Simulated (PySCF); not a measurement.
C2H4N, SMILES CC#[NH+], charge +1.

The structure is a stationary point at PBE-D3(BJ)/def2-TZVP. The isomer is the one that the SMILES or the coordinates give; other isomers of the formula were not compared.

Method: PBE0/def2-TZVPD (PySCF).

Symmetry labels are those of the subgroup Cs that the program uses (full group C3v).

### Question
List the valence orbital energies around the gap with their symmetry. (The exact figures need the calculation; the answer reports its results.)

### Answer

```csv
orbital,symmetry,energy (eV)
HOMO−7,A',-34.28
HOMO−6,A',-28.42
HOMO−5,A',-25.18
HOMO−4,A',-20.45
HOMO−3,A',-19.48
HOMO−2,A",-19.48
HOMO−1,A',-17.23
HOMO,A",-17.23
LUMO,A',-6.85
LUMO+1,A",-6.85
LUMO+2,A',-4.66
LUMO+3,A',-3.84
```
